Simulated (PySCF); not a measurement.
## Vertical excitation energies

Species: C₈H₂₀O₄Si.
Structure used (PBE0-D3(BJ)/def2-SVP), in Å, numbered top down from 1:
```xyz
33
C8H20O4Si angstrom
C      2.5211   -1.4527   -1.4641
C      2.0375   -0.0457   -1.7483
O      1.4721    0.5567   -0.6036
Si    -0.0369    0.2460   -0.0267
O     -0.3517    1.3535    1.1444
C     -0.0260    2.7262    1.0771
C      1.3352    3.0014    1.6769
O     -1.0474    0.3086   -1.3217
C     -2.4067   -0.0700   -1.2922
C     -2.9988    0.0851   -2.6722
O     -0.2366   -1.2363    0.6558
C      0.2226   -1.6245    1.9323
C     -0.6954   -2.6800    2.5018
H      3.2493   -1.4490   -0.6386
H      3.0062   -1.8856   -2.3525
H      1.6822   -2.1048   -1.1758
H      2.8793    0.5916   -2.0644
H      1.3024   -0.0496   -2.5729
H     -0.8093    3.2734    1.6280
H     -0.0604    3.0849    0.0319
H      2.1126    2.4697    1.1089
H      1.3713    2.6594    2.7225
H      1.5590    4.0792    1.6567
H     -2.9576    0.5582   -0.5672
H     -2.4965   -1.1148   -0.9446
H     -4.0607   -0.2036   -2.6755
H     -2.4628   -0.5489   -3.3943
H     -2.9196    1.1290   -3.0110
H      0.2649   -0.7486    2.6038
H      1.2515   -2.0194    1.8437
H     -0.7457   -3.5507    1.8309
H     -1.7143   -2.2811    2.6199
H     -0.3372   -3.0187    3.4858
```

Theory: TDDFT PBE0/def2-SVPD, vertical, gas phase, core orbitals frozen in the response in PySCF.

| state | E (eV) | E (kJ/mol) | λ (nm) | f | main configurations (H = HOMO, L = LUMO) |
| --- | --- | --- | --- | --- | --- |
| S1 | 7.52 | 726 | 164.8 | 0.0051 | H→L (56%), H-1→L (32%) |
| S2 | 7.57 | 731 | 163.7 | 0.0084 | H-1→L (54%), H→L (34%) |
| S3 | 7.81 | 753 | 158.9 | 0.015 | H-2→L (76%) |
| S4 | 7.94 | 766 | 156.2 | 0.0070 | H-3→L (56%), H→L+2 (10%) |
| S5 | 8.06 | 778 | 153.8 | 0.011 | H-4→L (34%), H→L+1 (17%), H→L+2 (12%) |
| S6 | 8.10 | 782 | 153.1 | 0.012 | H→L+2 (46%), H→L+1 (16%), H-5→L (9%) |
| S7 | 8.13 | 784 | 152.6 | 0.016 | H→L+1 (46%), H-4→L (24%) |
| S8 | 8.18 | 790 | 151.5 | 0.019 | H-1→L+2 (52%), H-1→L+1 (21%), H→L+3 (8%) |
| S9 | 8.19 | 791 | 151.3 | 0.014 | H-1→L+1 (53%), H→L+3 (17%) |
| S10 | 8.21 | 792 | 151.1 | 0.012 | H→L+3 (59%), H-1→L+2 (21%) |

Triplets (Tamm–Dancoff): T1 7.38 eV, H-1→L (46%), H→L (34%), H-1→L+1 (9%); T2 7.45 eV, H→L (49%), H-1→L (33%); T3 7.66 eV, H-2→L (69%); T4 7.78 eV, H-3→L (49%), H→L+2 (10%).

The lowest singlet lies at 7.52 eV (165 nm, vacuum ultraviolet) and is weak; its leading configuration is HOMO→LUMO (56%). The most intense listed level is S8 at 8.18 eV (152 nm, f = 0.019), 0.66 eV above S1. S8/S9 lie within about 0.01 eV of each other. Löwdin shares by element: HOMO oxygen 65% (atoms not listed hold the other 35%); LUMO carbon 18% or more, silicon 9% (atoms not listed hold the other 73%). The oscillator strengths of these states sum to 0.121; summed over the whole spectrum of an exact calculation they would give the number of electrons, 114 (Thomas–Reiche–Kuhn). Of the 10 states listed, 7 reach f = 0.01 and none stays under 0.0005. The listed states span 0.68 eV, and the widest gap between neighbours is 0.23 eV (S2 to S3). Only the lowest 10 singlets were computed, as vertical energies without vibronic structure.

Hardware: an Intel Xeon Platinum 8488C with 2 threads, on a shared host. Cost: 3.4 min wall, 7.3 min CPU (with the writing of density and orbital grids), 2.8 GiB resident at most.

One conformer stands for the species.

Without π bonds the low states are Rydberg-like; a valence basis with one diffuse set may place them up to an eV too high.
